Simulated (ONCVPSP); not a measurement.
# rhodium, ONCV: configuration errors across variants

```
Element                 : rhodium
Generator               : ONCVPSP 4.0.1
Type                    : optimised norm-conserving Vanderbilt (ONCV)
Functional              : LDA (Perdew-Wang 92)
Relativity              : scalar-relativistic
Frozen core             : [Ar] 3d10
Valence charge          : 17
Reference configuration : 4s2 4p6 4d7 5s2
Partial waves           : 4s+5s: rc 1.60 bohr, ncon 4, nbas 7, qcut 9.7 1/bohr, 2 projectors; 4p: rc 1.50 bohr, ncon 4, nbas 7, qcut 9.6 1/bohr, 2 projectors, debl 3.6 Ha; 4d: rc 1.50 bohr, ncon 4, nbas 8, qcut 11.2 1/bohr, local
Local potential         : the d channel
Core correction         : Teter function, fcfact 5.25, rcfact 1.65
```

All-electron excitation energies from the reference (eV): (1) 4s2 4p6 4d8 5s1 -2.388; (2) 4s2 4p6 4d8 5s0 5.395; (3) 4s2 4p6 4d7 5s0 25.163; (4) 4s2 4p6 4d7 5s1 5p1 4.238.

1 further variants failed, have other tests or too few solved ones, and are left out.

Errors AE − PS in meV (a dash: test not solved or not reliable):

| change | (1) | (2) | (3) | (4) | bound ghosts | GHOST(+) flags above zero |
| --- | --- | --- | --- | --- | --- | --- |
| base | -2.8 | -6.5 | -6.0 | -0.6 | none | s |
| all radii but the core radius scaled by about 0.88 (s 1.40, p 1.32, d 1.32 bohr) | -2.5 | -5.5 | -5.0 | -0.5 | none | s |
| all radii but the core radius scaled by about 1.10 (s 1.76, p 1.64, d 1.64 bohr) | -3.2 | -7.6 | -7.0 | -0.5 | none | none |
| all radii but the core radius scaled by about 1.16 (s 1.86, p 1.74, d 1.74 bohr) | -3.8 | -9.1 | -8.1 | -0.7 | none | none |
| all radii but the core radius scaled by about 1.23 (s 1.96, p 1.84, d 1.84 bohr) | -5.0 | -10 | -9.0 | -2.4 | none | s |
| all radii but the core radius scaled by about 1.30 (s 2.08, p 1.96, d 1.96 bohr) | -5.9 | -12 | -10 | -4.7 | none | none |

Q: Give the same row for: all radii but the core radius scaled by about 0.95 (s 1.52, p 1.42, d 1.42 bohr).

A: -2.7, -6.1, -5.6, -0.5; bound ghosts: none; GHOST(+) flags above zero: s.
